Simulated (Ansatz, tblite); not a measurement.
Cost and result up the ladder for the cluster B₂F₄ (the lowest singlet isomer of a short search) (6 atoms). Total charge 0; singlet. Geometry: PBE0-D4/def2-SVP.

```xyz
6

B    -0.823    0.261    0.016
B     0.822   -0.261   -0.017
F    -1.796   -0.551    0.372
F     1.151   -1.482   -0.386
F    -1.162    1.490   -0.313
F     1.807    0.543    0.327
```

Ansatz on 4 threads of Arm Neoverse V1 on a shared host; xTB runs through tblite on one thread. Times are rough, summed over both states, and most runs start from the orbitals of an earlier one. PBE0-D4/def2-TZVP serves as the yardstick here, not as an exact answer. The other state is a doublet.

The xTB rows come from tblite. The structure comes from a short search, and lower isomers may exist.

Raw xTB energies of ions are shifted by several eV.

```
                         level  functions  wall time
                      GFN1-xTB         24    0.004 s
                      GFN2-xTB         24    0.004 s
PBE-D4/def2-TZVP (with forces)        186        3 s
             PBE0-D4/def2-TZVP        186        4 s
           r2SCAN-D4/def2-TZVP        186        6 s
```

Q: Estimate what each level gives for the vertical IE (eV).

A: 
| level | vertical IE (eV) | difference from PBE0-D4/def2-TZVP (eV) |
| --- | --- | --- |
| GFN1-xTB | 17.05 | 4.30 |
| GFN2-xTB | 16.38 | 3.63 |
| PBE-D4/def2-TZVP (with forces) | 12.13 | -0.62 |
| PBE0-D4/def2-TZVP | 12.75 | 0.00 |
| r2SCAN-D4/def2-TZVP | 12.37 | -0.38 |
